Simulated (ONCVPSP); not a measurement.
## Rb: ONCV pseudisation with PBE, scalar-relativistic reference atom.

ONCVPSP 4.0.1 input, shortened (lines: element, Z, core and valence counts, functional; n l f; lmax; l rc ep ncon nbas qcut; lloc lpopt rc5 dvloc0; l nproj debl; icmod fcfact rcfact), PBE, scalar-relativistic:

```
  Rb 37.00    6    3        4      upf
    1    0    2.00
    2    0    2.00
    2    1    6.00
    3    0    2.00
    3    1    6.00
    3    2   10.00
    4    0    2.00
    4    1    6.00
    5    0    1.00
    2
    0    1.95    0.00    3    6    7.40
    1    2.80    0.00    4    8    5.60
    2    1.90    0.26    3    7    6.00
    2    5    1.90    0.00
    0    2    2.60
    1    2    1.10
    2    0    1.60
    2    0.35    1.10
```

- Cutoffs needed: 16 Ha and 19 Ha (the cutoffs (Ha) at which the residual kinetic energy of the hardest occupied pseudo-wave falls to 1 and 0.1 mHa per electron)
- Ghost test: no bound ghost flagged; no localised positive-energy state flagged
- Largest excitation error: -24 meV (all-electron minus pseudo) for 4s2 4p5 5s1, out of 4 test configurations
- rms error of d²Exc/dni dnj: 2.26 mHa without and 0.26 mHa with the model core
